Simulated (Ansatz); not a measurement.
## Ansatz (development build ahead of 0.2.0) run

```yaml
crystal:
  periodic: [false, false, false]
  atoms:
    - { symbol: C, position_ang: [-0.00184, 0.72504, -0.00056] }
    - { symbol: C, position_ang: [-1.23308, 1.39988, 0.00042] }
    - { symbol: C, position_ang: [-2.43496, 0.71285, 0.00723] }
    - { symbol: C, position_ang: [-2.44034, -0.70665, -0.00297] }
    - { symbol: C, position_ang: [-1.25054, -1.40591, -0.00407] }
    - { symbol: C, position_ang: [-0.00609, -0.7077, -0.0025] }
    - { symbol: C, position_ang: [2.43301, 0.71286, 0.00803] }
    - { symbol: C, position_ang: [1.25129, 1.39737, 0.00455] }
    - { symbol: C, position_ang: [1.24381, -1.41038, -0.0024] }
    - { symbol: C, position_ang: [2.4239, -0.70368, -0.00623] }
    - { symbol: H, position_ang: [-1.23187, 2.48949, 0.00216] }
    - { symbol: H, position_ang: [-3.38598, 1.24034, -0.00328] }
    - { symbol: H, position_ang: [-3.37797, -1.23873, 0.00279] }
    - { symbol: H, position_ang: [-1.23393, -2.49038, -0.00658] }
    - { symbol: H, position_ang: [3.38921, 1.25245, 0.0019] }
    - { symbol: H, position_ang: [1.23171, 2.48944, 0.00118] }
    - { symbol: H, position_ang: [1.23069, -2.49441, -0.00218] }
    - { symbol: H, position_ang: [3.37506, -1.24142, -0.00525] }
basis:
  gaussian: { orbitals: cc-pVDZ }
hamiltonian:
  xc: hf
```

The input is written out in the form of the current development build from the run's settings.

Output:

```json
{
  "Converged": "yes",
  "Total energy": "-383.38243 hartree",
  "Spin squared of the determinant": "0.000"
}
```
